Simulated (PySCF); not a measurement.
# Benzyldiethylphosphine oxide (C11H17OP): Computed beside measured shifts

System: Benzyldiethylphosphine oxide (C11H17OP), SMILES CCP(=O)(CC)Cc1ccccc1.

Atom-mapped SMILES (hydrogens are numbered by the atom that bears them): [CH3:1][CH2:2][P:3](=[O:4])([CH2:5][CH3:6])[CH2:7][c:8]1[cH:9][cH:10][cH:11][cH:12][cH:13]1

Computed with GIAO KT3/pcSseg-2, gas phase, PySCF SCF with an in-house response code, fitting set def2-universal-JFIT, grid level 2, non-relativistic, geometry: PBE0-D3(BJ)/def2-SVP.

One optimised conformer. Values are averaged over the atoms that symmetry or fast rotation interchanges, on this one geometry and without vibrational averaging. Shifts are the reference shielding less the shielding here, at the same level (13C, 1H against isolated TMS; 17O against isolated H2O; 31P against isolated H3PO4); nuclei without a reference have shieldings only.

Task: What shifts does this level give for P3, and how do they compare with measurement?

Result: 
```csv
atom,nucleus,computed / ppm,measured / ppm,computed less measured,measured against,medium of the measurement
P3,31P,22.9,49.2,-26.3,85 % H3PO4,CDCl3
```

Computed 19F and 31P shifts carry an offset from the reference molecule (CFCl3 is hard for DFT, lone H3PO4 or PH3 isn't the 85 % acid), so differences between compounds are more accurate than the values.

Measured values: supporting information or article, doi 10.1039/c2cc33908k.
